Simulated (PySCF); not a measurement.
Vertical excitations of a molecule C4H8S from TDA-LC-ωPBE/def2-SVPD (PySCF 2.14.0), as energy in eV (oscillator strength): 4.85 (0.000), 6.49 (0.026), 7.03 (0.020), 7.34 (0.065), 7.60 (0.055), 7.95 (0.000), 8.28 (0.002), 8.59 (0.106), 8.82 (0.075), 8.86 (0.027). Lowest triplet (TDA): 4.26 eV. Geometry: ωB97X-D3(BJ)/def2-SVP. The values are those of a single conformer.

Task: Pick the molecule that these values belong to.
(A) C[C@@H]1C[C@H]1S
(B) CSC1CC1
(C) CC1CSC1
(D) C=CCCS

Result: C, CC1CSC1
